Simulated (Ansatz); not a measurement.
Several settings on one geometry of Zn(SiH3)2 (ZnSi2H6) (that of the charge 0 singlet, PBE-D4/def2-SVP). Ansatz on 4 threads of Arm Neoverse V2 on a shared host; times are rough.

Cartesian coordinates in Å:
```
Zn 0.011 0.010 0.000
Si 0.001 -0.015 2.390
H 0.905 -1.085 2.953
H -1.379 -0.279 2.946
H 0.461 1.296 2.984
Si 0.003 0.018 -2.390
H 1.346 0.396 -2.971
H -1.002 0.995 -2.955
H -0.346 -1.337 -2.958
```

Totals from different functionals, basis sets or treatments of relativity can't be compared as stabilities.

Scalar relativity in a set contracted without it gives distorted totals.

(1) Give the basis size and estimate the energy, ⟨S²⟩ and time of these runs.

```csv
run,method,charge,state,further keys
1,RKS r2SCAN50/aug-cc-pVDZ,0,singlet,"final_grid: {core_spheres: 5, valence_spheres: 4, degree: 11}; pseudopotentials: {relativity: scalar}; scf: {omitted_lower_state_checks: [starts]}"
2,UKS SVWN5/cc-pVDZ,0,singlet,nuclear_model: gaussian; pseudopotentials: {relativity: none}; scf: {omitted_lower_state_checks: [starts]}; forces asked
3,RKS ωB97X/def2-TZVP,0,singlet,fitting: {mean_field: def2-universal-jkfit}; scf: {omitted_lower_state_checks: [starts]}
```

Results:

(1) 
```tsv
run	functions	energy (Eh)	⟨S²⟩	wall time
1	167	-2376.1035	–	2 s
2	109	-2356.7369	0.00	1 s
3	158	-2362.0249	–	3.1 s
```
